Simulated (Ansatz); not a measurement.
Consider the ligand exchange at a B–O bond: `FCOBO[SiH3]` + H–F → `FBO[SiH3]` + `OCF`.

Computed with Ansatz on PBE0-D4/def2-TZVP structures; ΔE is electronic, products minus reactants. CBS: MP2 limit from def2 TZ/QZ plus the TZ coupled-cluster correction, frozen cores. This one scheme is used for every species. Each species was taken in one conformer, which may not be the lowest.

| species | CCSD(T)/CBS(def2) energy (Eh) |
| --- | --- |
| `FCOBO[SiH3]` | -605.79678 |
| H–F | -100.39570 |
| `FBO[SiH3]` | -491.38634 |
| `OCF` | -214.81254 |

Problem. Work out ΔE.

Solution. ΔE = (-491.38634) + (-214.81254) − (-605.79678) − (-100.39570) = -0.00640 Eh = -4.0 kcal/mol.

Largest T1 diagnostic among the species: 0.013.

The D4 term adds +1.8 kcal/mol with B3LYP and +1.0 kcal/mol with PBE0; it sums over pairs of atoms, weighted by their polarisabilities, and B3LYP, whose exchange is more repulsive, gets the larger term. Leaving LDA and LC-ωPBE aside and taking each functional with its dispersion term where it has one, the values, not all of them listed here, spread over 1.7 kcal/mol, from B97M-V to revPBE-D4. LDA lies +1.8 kcal/mol from PBE without D4.

B3LYP here is the variant with VWN-RPA as its local correlation; programs differ in this.
